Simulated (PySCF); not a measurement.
In(H)2(iPr) (C3H9In), SMILES C[CH](C)[InH2].

Geometry optimised at B3LYP-D3(BJ)/def2-SVP. The structure was generated by enumeration; whether it is a known compound was not checked. The def2 effective core potentials stand for the cores of In; spin–orbit coupling is left out.

Method: B3LYP/def2-TZVP (PySCF).

Symmetry labels are those of the subgroup Cs that the program uses (full group Cs).

Question: List the valence orbital energies around the gap with their symmetry. (The exact figures need the calculation; the answer reports its results.)

Answer: 
| orbital | symmetry | energy (eV) |
|---|---|---|
| HOMO−7 | A' | -12.02 |
| HOMO−6 | A" | -10.98 |
| HOMO−5 | A' | -10.63 |
| HOMO−4 | A" | -10.45 |
| HOMO−3 | A" | -9.36 |
| HOMO−2 | A' | -9.25 |
| HOMO−1 | A" | -7.68 |
| HOMO | A' | -6.58 |
| LUMO | A' | -1.91 |
| LUMO+1 | A' | -0.14 |
| LUMO+2 | A' | 0.82 |
| LUMO+3 | A" | 1.11 |
